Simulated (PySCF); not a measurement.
Se(Me)(SeH) (CH₄Se₂), SMILES C[Se][SeH]. Heavy atoms are numbered as in [Se:1]([CH3:2])[SeH:6]. Hydrogens are named by the atom that carries them.

The structure is a stationary point at B3LYP-D3(BJ)/def2-SVP. The values are those of a single conformer.

All values below come from PBE/pcSseg-1 (PySCF).

GIAO shieldings, no solvent; atoms alike by connectivity are averaged. δ = σ(ref) − σ: ⁷⁷Se against Me2Se (σ = 1634.8 ppm); ¹³C against TMS (σ = 182.0 ppm); ¹H against TMS (σ = 31.49 ppm), references at their B3LYP-D3(BJ)/def2-TZVP geometries, non-relativistic.

```tsv
nucleus	atoms	count	δ (ppm)
⁷⁷Se	Se1	1	264.5
⁷⁷Se	Se6 (SeH)	1	102.0
¹³C	C2 (CH3)	1	29.5
¹H	H on Se6	1	3.85
¹H	H on C2	3	2.47
```
